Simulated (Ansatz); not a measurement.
Consider the ligand exchange at a Ge–I bond: `C[O][GeH2][I]` + H₂S → `C[O][GeH2][SH]` + HI.

Program: Ansatz. Geometries: PBE0-D4/def2-TZVP. ΔE: electronic, gas phase. CCSD(T)/CBS adds triple-zeta CCSD(T) − MP2 to the extrapolated MP2 energy (def2 sets, frozen cores). This one scheme is used for every species. Functionals use def2-TZVPP. B3LYP here is the variant with VWN-RPA as its local correlation; programs differ in this. Elements past krypton have def2 core potentials. For Ge, I outer-core shells are correlated without core-valence functions, which leaves a few kJ/mol of doubt a bond. Scalar relativity is left out up to krypton. Each species was taken in one conformer, which may not be the lowest.

`C[O][GeH2][I]`:

Cartesian coordinates in Å:
```
C -0.761 1.126 0.506
O 0.399 0.711 -0.181
Ge 0.618 -1.033 -0.416
I 2.760 -1.256 -1.671
H -1.681 0.827 -0.015
H -0.799 0.733 1.531
H -0.742 2.216 0.561
H 0.744 -1.731 0.949
H -0.538 -1.592 -1.264
```

H₂S:

```xyz
3

S    -0.069    0.512   -0.342
H     0.852   -0.462   -0.303
H    -0.783   -0.050    0.645
```

`C[O][GeH2][SH]`:

```xyz
10

C    -0.617   -0.876    1.177
O     0.487   -0.038    0.925
Ge    0.418    1.076   -0.454
S     0.139   -0.032   -2.357
H    -1.526   -0.302    1.400
H    -0.380   -1.491    2.048
H    -0.828   -1.541    0.330
H    -0.818    1.984   -0.338
H     1.762    1.805   -0.407
H     1.363   -0.584   -2.324
```

HI:

Cartesian coordinates in Å:
```
I 0.396 0.682 0.163
H -0.396 -0.682 -0.163
```

(1) Is it downhill or uphill in electronic energy at CCSD(T)/CBS, and by how much? (Estimate.)

(2) What do these levels give: PBE-D4, r2SCAN-D4, B3LYP-D4, r2SCAN, PBE0, HF/def2-TZVPP, SCS-MP2/def2-TZVPP, CCSD(T)/def2-TZVPP, HF/def2-QZVPP, MP2/def2-QZVPP, SCS-MP2/def2-QZVPP, MP2/CBS(def2)? (Estimate.)

Largest T1 diagnostic among the species: 0.012.

## Answers

(1) The calculation gave: Uphill: ΔE = +27.2 kJ/mol.

(2) Ansatz gave: PBE-D4 21.5, r2SCAN-D4 23.2, B3LYP-D4 24.4, r2SCAN 23.5, PBE0 25.0, HF/def2-TZVPP 32.6, SCS-MP2/def2-TZVPP 25.3, CCSD(T)/def2-TZVPP 21.7, HF/def2-QZVPP 33.6, MP2/def2-QZVPP 29.3, SCS-MP2/def2-QZVPP 28.4, MP2/CBS(def2) 31.3 kJ/mol.

In def2-TZVPP, CCSD(T) changes the Hartree–Fock value by −10.8 kJ/mol (the triples alone add −1.4 kJ/mol) and MP2 by −6.8 kJ/mol.
